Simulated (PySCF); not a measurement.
A structure optimised at PBE-D3(BJ)/def2-SVP, used in a PySCF frequency run:

```xyz
6

Ta     0.0139     0.1988     0.0000
N      1.5884     0.9971     0.0000
H      2.4901     1.4774     0.0000
F     -1.2963     1.5589     0.0000
Cl    -0.0870    -1.0882    -1.9235
Cl    -0.0870    -1.0882     1.9235
```

### Question
Write its SMILES, formula and point group.

### Answer
[NH]=[Ta]([F])([Cl])[Cl], Cl₂FHNTa, Cs

### Question
What are its rotational constants (standard atomic weights)?

### Answer
2.2224, 1.5040, 1.2148 GHz
